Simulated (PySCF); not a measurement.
Species: C5H8Si.
Bonds: C1–C2 (triple), C2–C3, C3–C4, C4–C5 (double), C4–Si6. Hydrogens: H7 on C1; H8, H9 on C3; H10, H11 on C5; H12, H13, H14 on Si6.

The same species was optimised twice, with GFN2-xTB and with PBE0-D3(BJ)/def2-SVP (PySCF), and the same property calculations (PySCF, gas phase) were run on both structures.

| coordinate | GFN2-xTB | PBE0-D3(BJ)/def2-SVP | change |
| --- | --- | --- | --- |
| C1≡C2 (Å) | 1.197 | 1.211 | +0.014 |
| C4=C5 (Å) | 1.326 | 1.339 | +0.013 |
| C2–C3 (Å) | 1.450 | 1.459 | +0.009 |
| C3–C4 (Å) | 1.510 | 1.516 | +0.006 |
| C4–Si6 (Å) | 1.890 | 1.885 | -0.005 |
| C2–C3–C4 (°) | 110.8 | 113.6 | +2.8 |
| C5–C4–Si6 (°) | 123.0 | 120.3 | -2.7 |
| C3–C4–Si6 (°) | 116.7 | 118.8 | +2.1 |
| C3–C4–C5 (°) | 120.3 | 120.8 | +0.5 |
| C1–C2–C3 (°) | 178.7 | 178.7 | 0.0 |
| C2–C3–C4–C5 (°) | -115 | -130 | -15 |

Rotational constants: A = 3926, B = 2049, C = 1529 MHz (GFN2-xTB) against A = 3933, B = 2044, C = 1473 MHz (PBE0-D3(BJ)/def2-SVP). Point groups within 0.08 Å: C1 and C1.

On the GFN2-xTB structure: isotropic polarisability (au) 83.7 [CAM-B3LYP/def2-SVPD]; HOMO (eV) -9.07 [CAM-B3LYP/def2-SVPD]; LUMO (eV) 0.72 [CAM-B3LYP/def2-SVPD]; dipole (D) 0.64 [CAM-B3LYP/def2-SVPD].

Task: What do these properties become on the PBE0-D3(BJ)/def2-SVP structure?

Result: 
| property | level | on GFN2-xTB | on PBE0-D3(BJ)/def2-SVP | change |
| --- | --- | --- | --- | --- |
| isotropic polarisability (au) | CAM-B3LYP/def2-SVPD | 83.7 | 85.9 | +2.2 |
| HOMO (eV) | CAM-B3LYP/def2-SVPD | -9.07 | -9.04 | +0.03 |
| LUMO (eV) | CAM-B3LYP/def2-SVPD | 0.72 | 0.62 | -0.10 |
| dipole (D) | CAM-B3LYP/def2-SVPD | 0.64 | 0.81 | +0.17 |
| energy, GFN2-xTB geometry as zero (kcal/mol) | CAM-B3LYP/def2-SVPD | 0.0 | -1.6 | -1.6 |

The heavy atoms differ by 0.132 Å rms after alignment. Among bonds between heavy atoms C1≡C2 and C4=C5 change most and about equally (+0.013 to +0.014 Å). Changes are differences of the printed values. Neither structure is proved a minimum here.

Conformer computed: `[CH:1]#[C:2][CH2:3][C:4](=[CH2:5])[SiH3:6]`: C2–C3–C4–C5 -130°.
